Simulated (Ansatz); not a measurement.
Species: H2O4S, SMILES `O=S(=O)(O)O` (O–S–O–H torsion -162°, O–S–O–H torsion -27°) (charge 0, multiplicity 1), formula H2O4S.

Q: How many basis functions does frozen-core CCSD(T)/cc-pVTZ // PBE0-D3(BJ)/def2-TZVP (Ansatz, a quantum-chemistry and plane-wave program) use, how many core orbitals are frozen, and how many electrons are correlated?

A: 182 basis functions and 9 frozen orbitals, which leaves 32 correlated electrons. Core time is of the order of minutes.
